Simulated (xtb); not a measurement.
C2H2F (SMILES [CH-]=CF), charge -1, singlet, at a GFN2-xTB geometry; GFN2-xTB with GBSA(chcl3) (xtb 6.7.1).

Here is a job for xtb.
```
$ xtb mol.xyz --gfn 2 --chrg -1 --gbsa chcl3 --json

# file mol.xyz
5

C      0.12287813     0.40730308    -0.00331883
C      1.24949282    -0.26376349    -0.03891045
F     -1.12740689    -0.31305432     0.03446280
H     -0.19677651     1.48659008     0.00782128
H      2.10921281     0.46966118    -0.06461080
```

What the program printed (banner, timings and long lists left out):

```
   ID    Z sym.   atoms
    1    6 C      1, 2
    2    9 F      3
    3    1 H      4, 5

           -------------------------------------------------
          |                Calculation Setup                |
           -------------------------------------------------

           -------------------------------------------------
          |                 G F N 2 - x T B                 |
           -------------------------------------------------

      * Solvation model:               GBSA
        Solvent                        chcl3
        Parameter file                 internal GFN2-xTB/GBSA
        Dielectric constant                4.8100E+00
        Reference state                gsolv [1 M gas/solution]
        Free energy shift                  4.1068E-03 Eh       2.5771E+00 kcal/mol
        Temperature                        2.9815E+02 K
        Density                            1.4900E+00 kg/L
        Solvent mass                       1.1938E+02 g/mol
        Interaction kernel             Still
        Born radius scaling (c1)           1.3539E+00
        Born radii integrator          GBOBC
        Born offset                        1.4626E-02 a0       2.7639E-02 AA
        H-bond correction              false
        Ion screening                  false
        Surface tension                    1.0000E-05 Eh       1.5569E+01 dyn/cm
        Grid points                               230 per atom

          ...................................................
          :                      SETUP                      :
          :.................................................:
          :  # basis functions                  14          :
          :  # atomic orbitals                  14          :
          :  # shells                            8          :
          :  # electrons                        18          :
          :  max. iterations                   250          :
          :  Hamiltonian                  GFN2-xTB          :
          :  restarted?                      false          :
          :  GBSA solvation                   true          :
          :  PC potential                    false          :
          :  electronic temp.          300.0000000     K    :
          :  accuracy                    1.0000000          :
          :  -> integral cutoff          0.2500000E+02      :
          :  -> integral neglect         0.1000000E-07      :
          :  -> SCF convergence          0.1000000E-05 Eh   :
          :  -> wf. convergence          0.1000000E-03 e    :
          :  Broyden damping             0.4000000          :
          :  net charge                         -1          :
          :  unpaired electrons                  0          :
          ...................................................

 iter      E             dE          RMSdq      gap      omega  full diag
   1    -10.2206452 -0.102206E+02  0.667E+00    4.70       0.0  T
   2    -10.2518501 -0.312049E-01  0.535E+00    3.91       1.0  T
   3    -10.2755824 -0.237323E-01  0.271E+00    4.25       1.0  T
   4    -10.2766739 -0.109156E-02  0.271E-01    4.22       1.0  T
   5    -10.2767015 -0.275933E-04  0.196E-01    4.22       1.0  T
   6    -10.2767517 -0.502118E-04  0.864E-02    4.24       1.0  T
   7    -10.2767688 -0.170210E-04  0.218E-02    4.24       2.1  T
   8    -10.2767694 -0.648064E-06  0.992E-03    4.24       4.5  T
   9    -10.2767698 -0.368674E-06  0.300E-03    4.24      14.9  T
  10    -10.2767698 -0.216881E-07  0.287E-04    4.24     156.1  T
  11    -10.2767698 -0.186587E-09  0.102E-04    4.24     438.6  T

   *** convergence criteria satisfied after 11 iterations ***

         :::::::::::::::::::::::::::::::::::::::::::::::::::::
         ::                     SUMMARY                     ::
         :::::::::::::::::::::::::::::::::::::::::::::::::::::
         :: total energy             -10.192103025262 Eh    ::
         :: total w/o Gsasa/hb       -10.190520822151 Eh    ::
[...]
         ::    -> Ghb                  0.000000000000 Eh    ::
         ::    -> Gshift               0.004106794775 Eh    ::
         :: repulsion energy           0.084666748876 Eh    ::
         :: add. restraining           0.000000000000 Eh    ::
         :: total charge              -1.000000000000 e     ::
         :::::::::::::::::::::::::::::::::::::::::::::::::::::

           -------------------------------------------------
          |                Property Printout                |
           -------------------------------------------------

    * Orbital Energies and Occupations

         #    Occupation            Energy/Eh            Energy/eV
      -------------------------------------------------------------
         1        2.0000           -0.7225613             -19.6619
         2        2.0000           -0.5162736             -14.0485
         3        2.0000           -0.4713832             -12.8270
         4        2.0000           -0.4504973             -12.2587
         5        2.0000           -0.4298556             -11.6970
         6        2.0000           -0.4048204             -11.0157
         7        2.0000           -0.3671103              -9.9896
         8        2.0000           -0.2984796              -8.1220
         9        2.0000           -0.2448729              -6.6633 (HOMO)
        10                         -0.0890622              -2.4235 (LUMO)
        11                          0.0585602               1.5935
        12                          0.1686057               4.5880
        13                          0.3023024               8.2261
        14                          0.7389775              20.1086
      -------------------------------------------------------------
                  HL-Gap            0.1558107 Eh            4.2398 eV
             Fermi-level           -0.1669675 Eh           -4.5434 eV

     #   Z          covCN         q      C6AA      α(0)
     1   6 C        2.677     0.051    26.842     8.478
     2   6 C        1.899    -0.364    42.736    10.558
     3   9 F        0.779    -0.415    13.718     4.375
     4   1 H        0.919    -0.134     6.942     4.121
     5   1 H        0.917    -0.137     7.066     4.157

 Mol. C6AA /au·bohr⁶  :        423.865667
 Mol. C8AA /au·bohr⁸  :       9256.363862
 Mol. α(0) /au        :         31.688917

Wiberg/Mayer (AO) data.
largest (>0.10) Wiberg bond orders for each atom

 ---------------------------------------------------------------------------
     #   Z sym  total        # sym  WBO       # sym  WBO       # sym  WBO
 ---------------------------------------------------------------------------
     1   6 C    3.716 --     2 C    1.991     4 H    0.915     3 F    0.786
     2   6 C    3.034 --     1 C    1.991     5 H    0.935
     3   9 F    0.871 --     1 C    0.786
     4   1 H    0.982 --     1 C    0.915
     5   1 H    0.981 --     2 C    0.935
 ---------------------------------------------------------------------------

Topologies differ in total number of bonds
Writing topology from bond orders to xtbtopo.mol

molecular dipole:
                 x           y           z       tot (Debye)
 q only:       -0.458      -0.033       0.014
   full:       -0.633       0.656       0.020       2.317
molecular quadrupole (traceless):
                xx          xy          yy          xz          yz          zz
 q only:       -5.417      -0.647       1.682       0.282       0.018       3.735
  q+dip:       -5.590       0.175       2.135       0.280      -0.007       3.455
   full:       -5.639       0.971       1.480       0.304      -0.033       4.160

           -------------------------------------------------
          | TOTAL ENERGY              -10.192103025262 Eh   |
          | GRADIENT NORM               0.007558846917 Eh/α |
          | HOMO-LUMO GAP               4.239824418614 eV   |
           -------------------------------------------------

normal termination of xtb
```
